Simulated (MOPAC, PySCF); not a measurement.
C2H6O2, SMILES `CC(O)O` (O–C–O–H torsion 74°, O–C–O–H torsion -74°), neutral singlet in the gas phase. 

Cartesian coordinates (Å):
SMILES: CC(O)O
```xyz
10

C     -0.9910    -0.4277    -0.5122
C      0.2020     0.0410     0.2739
O      1.3442    -0.5273    -0.3135
O      0.2154     1.4445     0.2241
H     -0.8912    -0.0890    -1.5449
H     -1.9059    -0.0125    -0.0900
H     -1.0452    -1.5161    -0.4999
H      0.1307    -0.2860     1.3234
H      2.0961    -0.4063     0.2716
H      0.8448     1.7794     0.8675
```
Charge 0, multiplicity 1.

All levels are single points at this geometry (PBE0-D3(BJ)/def2-TZVP); Pople sets use spherical d functions. Orbital energies aren't observables, and empty levels follow the basis.

B3LYP/6-31G* in PySCF gives gap (eV) = 9.06.

Problem. Estimate the gap (eV) from each of these levels: PBE0-D3(BJ)/def2-TZVP in PySCF; B3LYP/3-21G in PySCF; B3LYP/6-311+G** in PySCF; BP86/6-31G* in PySCF; PBE/6-31G* in PySCF; SVWN5/6-31G* in PySCF; HF/6-31G* in PySCF; HF/STO-3G in PySCF; AM1 in MOPAC; PM3 in MOPAC; PM6 in MOPAC; PM7 in MOPAC.

Solution. 
```
level                           gap (eV)
------------------------------  --------
PBE0-D3(BJ)/def2-TZVP in PySCF      8.90
B3LYP/3-21G in PySCF                9.26
B3LYP/6-311+G** in PySCF            7.63
BP86/6-31G* in PySCF                7.06
PBE/6-31G* in PySCF                 6.88
SVWN5/6-31G* in PySCF               6.84
HF/6-31G* in PySCF                 17.84
HF/STO-3G in PySCF                 24.84
AM1 in MOPAC                       14.46
PM3 in MOPAC                       14.23
PM6 in MOPAC                       13.53
PM7 in MOPAC                       13.79
```
